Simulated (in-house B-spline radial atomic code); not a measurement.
A fraction x of an electron is moved 3p → 4p in neutral bromine, starting from [Ar] 3d10 4s2 4p5 and keeping the highest spin. Computed with an all-electron radial atomic-structure program (B-spline basis): scalar-relativistic (X2C) r2SCAN0, spin-polarised, spherical fractional occupations, Fermi nucleus of rms radius 4.1629 fm.

Caution: exact exchange at fractional occupations of open shells leaves self-interaction of up to several eV.

```
    x  E(x) - E(0) (eV)  3p down level (eV)  4p down level (eV)
    0            0.0000            -184.630              -8.071
0.125           22.1122            -185.648              -8.413
 0.25           44.3083            -186.657              -8.754
0.375                 ?                   ?                   ?
  0.5                 ?                   ?                   ?
0.625          111.3918            -189.642              -9.778
 0.75          133.9148            -190.621             -10.119
0.875          156.5170            -191.593             -10.461
    1          179.1974            -192.556             -10.804
```

(1) What belongs in the row x = 0.375?

(2) What belongs in the row x = 0.5?

(3) Check Janak's theorem between x = 0.125 and 0.25.

Results:

(1) An energy change of 66.5876 eV; 3p down at -187.660 eV, 4p down at -9.096 eV.

(2) An energy change of 88.9491 eV; 3p down at -188.655 eV, 4p down at -9.437 eV.

(3) The slope of the energy is 177.57 eV; the orbital levels give 177.57 eV (ε of the receiving orbital less ε of the emptying one, averaged over the two points).
